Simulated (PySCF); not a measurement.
Mg(Et)(SH), C2H6MgS, SMILES [SH][Mg][CH2]C, PBE0/def2-SVP optimised geometry.

```
10

Mg    -0.73     0.48     0.00
C      1.37     0.48     0.00
C      2.05    -0.47     0.99
H      1.71     1.52     0.18
H      1.71     0.25    -1.03
H      1.78    -1.52     0.81
H      1.78    -0.25     2.04
H      3.15    -0.41     0.94
S     -3.06     0.45     0.02
H     -3.15     1.50    -0.83
```

Density from PySCF with PBE0/def2-TZVP at that geometry.

Minimum of the electron density along straight lines between bonded atoms, close to the bond critical point (lines longer than 1.1 times the sum of covalent radii, or with two minima, are not listed):

```
bond    length / Å  ρ at the minimum / e bohr⁻³  ∇²ρ there / e bohr⁻⁵  position (fraction from the first atom)
------  ----------  ---------------------------  --------------------  ---------------------------------------
Mg1–C2       2.105                   (withheld)                  0.23                                     0.41
C2–C3        1.531                        0.238                 -0.56                                     0.49
C2–H4        1.106                        0.263                 -0.84                                     0.63
C2–H5        1.106                        0.263                 -0.84                                     0.63
C3–H6        1.103                        0.270                 -0.90                                     0.64
C3–H7        1.103                        0.270                 -0.90                                     0.64
C3–H8        1.105                        0.269                 -0.89                                     0.64
Mg1–S9       2.324                   (withheld)                  0.20                                     0.39
S9–H10       1.353                        0.205                 -0.55                                     0.64
```

Some entries are withheld; supply them.


- Mg1–C2, ρ at the minimum / e bohr⁻³: 0.057
- Mg1–S9, ρ at the minimum / e bohr⁻³: 0.048
